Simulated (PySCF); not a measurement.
Working out the ionisation energy of Pt

Pt [Xe] 4f14 5d9 6s1 (3D) → Pt⁺ [Xe] 4f14 5d9 (2D). Computed with PySCF 2.14 in cc-pVTZ-PP with ECP60MDF, with a scalar-relativistic core potential. Frozen: 5s2 5p6. Energies in hartree (1 hartree = 27.21139 eV):

| part | Pt (lower) | Pt⁺ (upper) |
| --- | --- | --- |
| UHF | -118.515642 | -118.237487 |
| MP2 opposite-spin | -0.205268 | -0.176023 |
| MP2 same-spin | -0.111946 | -0.091347 |

**Question.** What does Hartree-Fock give?

**Answer.** (-118.237487) − (-118.515642) = 0.278155 hartree = 7.569 eV.

**Question.** What do MP2 and SCS-MP2 (6/5 opposite-spin, 1/3 same-spin) give?

**Answer.** The opposite-spin parts differ by 0.796 eV and the same-spin parts by 0.561 eV. MP2: 7.569 + (0.796) + (0.561) = 8.926 eV. SCS-MP2: 7.569 + 1.2 × (0.796) + (0.561)/3 = 8.711 eV.

Reference: 8.959 eV (measured; NIST Atomic Spectra Database, ionization energies), between the lowest levels; spin-orbit coupling is absent from the calculation.

What remains against the reference includes basis incompleteness, the frozen core and correlation beyond second order.
